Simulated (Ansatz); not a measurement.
Molecule: sum formula SiH₂Cl, charge 1, multiplicity 1. 
Structure (B3LYP-D3(BJ)/def2-TZVP (Ansatz, a quantum-chemistry and plane-wave program) minimum search):
```xyz
4

Si    -0.9627     0.0164    -0.0597
Cl     0.9876    -0.0168     0.0612
H     -1.6346     1.3189    -0.0864
H     -1.6766    -1.2626    -0.1189
```
Charge +1, spin multiplicity 1.

Basis-set convergence of Hartree-Fock and MP2 correlation energies (hartree) with Ansatz. Correlated levels leave the core frozen unless marked. No spin-orbit coupling. No relativistic terms.

```csv
basis,functions,E(HF),"E(corr, MP2)"
def2-SVP,46,-749.08401,-0.21472
def2-TZVPP,112,-749.35091,-0.28572
def2-QZVPP,200,-749.37286,-0.31220
```

Extrapolating the two largest sets (X = 3 and 4) as X^-3: E(corr) = (64·(-0.31220) - 27·(-0.28572))/37 = -0.3315 Eh, an estimate of the basis-set limit. The largest set recovers 94.2 % of it, the smallest 64.8 %.
